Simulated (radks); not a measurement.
The numbers below are computed, except where a source is named.
Q: Ionisation of Ga, [Ar] 3d10 4s2 4p1, to Ga+, [Ar] 3d10 4s2, under several functionals. Scalar-relativistic Kohn-Sham, spin-unpolarised, spherical densities, finite nucleus; a radial shooting solver on a logarithmic mesh with Libxc functionals. The NIST Atomic Spectra Database gives 5.999 eV (measured). Rank these functionals by the error of their Delta-SCF ionisation energy: exchange-only r2SCAN; RPBE; PW91.

A: From best to worst: PW91 5.747 eV (-0.252); RPBE 5.632 eV (-0.367); exchange-only r2SCAN 4.791 eV (-1.209). Spin polarisation and multiplet splitting are left out, so open shells lie too high by an amount that depends on their filling.

Beside tabulated values, note that spin-unpolarised runs miss the spin-polarisation part of the exchange energy of open shells.
